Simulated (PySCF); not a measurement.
Several species in one continuum solvent.

Computed with PySCF at PBE0/pcSseg-1, non-relativistic, each on one gas-phase PBE0-D3(BJ)/def2-SVP geometry that isn't relaxed in the solvent. The solvent is an IEF-PCM continuum (van der Waals radii × 1.2). The model holds no explicit solvent molecules, cavitation or dispersion.

Question: Order them by E(solvent) − E(gas) in chloroform (ε = 4.711), most negative first (kJ/mol).
A. `[CH3:1][C:2](=[O:3])[CH:4]=[C:5]([CH3:6])[CH3:7]` with C1–C2–C4–C5 179°
B. `[BH3-:1][O+:2]1[CH2:3][CH2:4][CH2:5][C@H:6]1[CH2:7][CH3:8]` with C5–C6–C7–C8 173°, B1–O2–C3–C4 -150°, O2–C3–C4–C5 33°, C3–C4–C5–C6 -39°, C4–C5–C6–C7 -88°
C. `[CH3:1][P:2]([CH3:3])[C:4]([F:5])([F:6])[C:7]([F:8])([F:9])[F:10]` with C1–P2–C4–F5 -59°

Answer: B (-22.9), A (-15.7), C (-9.8).

| SMILES | charge | ΔE (kJ/mol) | polarisation term (kJ/mol) | HOMO shift (eV) | dipole gas (D) | dipole solvent (D) | atoms |
| --- | --- | --- | --- | --- | --- | --- | --- |
| [BH3-][O+]1CCC[C@H]1CC | 0 | -22.9 | -25.8 | -0.34 | 5.51 | 6.50 | 23 |
| CC(=O)C=C(C)C | 0 | -15.7 | -18.1 | -0.12 | 3.00 | 3.75 | 17 |
| CP(C)C(F)(F)C(F)(F)F | 0 | -9.8 | -10.7 | +0.10 | 2.57 | 3.04 | 16 |

The polarisation term is half the interaction of the solute with the induced surface charges.
